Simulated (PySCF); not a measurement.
CH₁₀N₂Si₂, SMILES [SiH2](N[SiH3])CN. Atoms are numbered in the order given.

```xyz
15

N     -2.3312    -0.7466     0.7147
C     -1.9421     0.6703     0.7449
Si    -0.4666     0.8967    -0.4260
N      0.6227    -0.3939    -0.0066
Si     2.3177    -0.6277    -0.2976
H     -3.0084    -0.9608     1.4469
H     -2.7877    -0.9727    -0.1698
H     -2.7590     1.3908     0.5280
H     -1.5767     0.9099     1.7585
H     -0.9674     0.8232    -1.8386
H      0.1928     2.2240    -0.2548
H      0.0889    -1.1759     0.3822
H      3.0007    -1.1664     0.9177
H      2.6131    -1.5759    -1.4181
H      2.9006     0.6996    -0.6483
```
Charge 0, spin multiplicity 1.

Geometry optimised at B3LYP-D3(BJ)/def2-SVP. The structure was generated by enumeration, and PubChem lists no compound with its InChIKey, so it may never have been made. Other conformers were not sampled.

Level of theory: TDDFT-M06-2X/def2-SVPD (PySCF 2.14.0).

Vertical excitations. Gas-phase values at a fixed geometry.

Computed UV-visible absorptions:
```tsv
state	energy (eV)	λ (nm)	f	main pairs
S1	6.24	199	0.006	HOMO→LUMO 74 %
S2	6.39	194	0.002	HOMO−1→LUMO 42 %, HOMO→LUMO+1 42 %
S3	7.02	177	0.024	HOMO→LUMO+1 35 %, HOMO−1→LUMO 22 %, HOMO→LUMO+4 21 %
S4	7.25	171	0.043	HOMO−1→LUMO+1 48 %, HOMO→LUMO+2 12 %, HOMO→LUMO+3 10 %
S5	7.38	168	0.050	HOMO→LUMO+2 49 %, HOMO−1→LUMO+2 14 %, HOMO−1→LUMO+1 10 %, HOMO→LUMO 10 %
S6	7.56	164	0.007	HOMO→LUMO+3 52 %, HOMO−1→LUMO+3 9 %, HOMO−1→LUMO+1 9 %
S7	7.71	161	0.009	HOMO→LUMO+6 30 %, HOMO→LUMO+5 24 %, HOMO−1→LUMO+6 9 %
S8	7.78	159	0.000	HOMO→LUMO+4 39 %, HOMO−1→LUMO 14 %, HOMO−1→LUMO+3 7 %
S9	7.84	158	0.010	HOMO→LUMO+5 30 %, HOMO−1→LUMO+5 21 %, HOMO→LUMO+6 20 %, HOMO−1→LUMO+6 6 %
S10	7.94	156	0.043	HOMO→LUMO+4 17 %, HOMO−1→LUMO+4 17 %, HOMO−1→LUMO+3 14 %, HOMO−2→LUMO 13 %
T1	5.98	207	0	HOMO→LUMO 59 %, HOMO→LUMO+1 10 %, HOMO−1→LUMO+1 10 %
T2	6.19	200	0	HOMO−1→LUMO 41 %, HOMO→LUMO+1 28 %, HOMO→LUMO 7 %
T3	6.81	182	0	HOMO→LUMO+4 30 %, HOMO→LUMO+1 29 %, HOMO−1→LUMO 16 %
T4	7.08	175	0	HOMO−1→LUMO+1 49 %, HOMO→LUMO+1 10 %
```
Triplets are in the Tamm–Dancoff approximation, which puts them higher than full response would, so one can lie above its singlet here.
